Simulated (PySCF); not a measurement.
SMILES c1c(OC)c(-c2ccc[se]2)sc1 (C₉H₈OSSe), singlet, GFN2-xTB optimised geometry.

```
20

C      1.01    -2.68    -0.01
O      0.44    -1.39     0.00
C      1.30    -0.33     0.00
C      2.71    -0.33     0.00
C      3.22     0.93     0.00
S      2.00     2.14     0.00
C      0.75     0.94     0.00
C     -0.64     1.23     0.00
C     -1.25     2.46     0.00
C     -2.66     2.43     0.00
C     -3.20     1.19     0.00
Se    -1.91    -0.15     0.01
H      0.17    -3.38    -0.01
H      1.62    -2.84    -0.90
H      1.62    -2.85     0.89
H      3.32    -1.22     0.00
H      4.25     1.22     0.00
H     -0.68     3.38    -0.01
H     -3.25     3.33     0.00
H     -4.25     0.96     0.01
```

Density from PBE/def2-SVP in PySCF at that geometry.

Minimum of the electron density along straight lines between bonded atoms, close to the bond critical point (lines longer than 1.1 times the sum of covalent radii, or with two minima, are not listed):

```
bond      length / Å  ρ at the minimum / e bohr⁻³  ∇²ρ there / e bohr⁻⁵  position (fraction from the first atom)
--------  ----------  ---------------------------  --------------------  ---------------------------------------
C1–O2          1.407                          ___                 -0.34                                     0.34
O2–C3          1.361                        0.282                 -0.27                                     0.66
C3–C4          1.412                        0.293                 -0.68                                     0.51
C4–C5          1.360                        0.318                 -0.77                                     0.49
C5–S6          1.718                        0.214                   ___                                     0.47
C3–C7          1.381                        0.312                 -0.75                                     0.50
S6–C7          1.737                        0.207                 -0.41                                     0.53
C7–C8          1.422                        0.284                 -0.66                                     0.50
C8–C9          1.372                        0.312                 -0.75                                     0.51
C9–C10         1.409                        0.294                 -0.70                                     0.50
C10–C11        1.360                        0.319                 -0.78                                     0.49
C8–Se12        1.879                        0.165                 -0.17                                     0.49
C11–Se12       1.856                        0.173                   ___                                     0.49
C1–H13         1.088                        0.282                 -1.09                                     0.64
C1–H14         1.095                        0.278                 -1.04                                     0.64
C1–H15         1.094                        0.278                 -1.04                                     0.64
C4–H16         1.075                        0.281                 -1.05                                     0.63
C5–H17         1.071                        0.283                 -1.09                                     0.64
C9–H18         1.078                        0.279                 -1.04                                     0.63
C10–H19        1.077                        0.280                 -1.05                                     0.63
C11–H20        1.075                        0.280                 -1.06                                     0.64
```

Problem. Complete the blanks.

Solution. 
- C1–O2, ρ at the minimum / e bohr⁻³: 0.254
- C5–S6, ∇²ρ there / e bohr⁻⁵: -0.45
- C11–Se12, ∇²ρ there / e bohr⁻⁵: -0.19
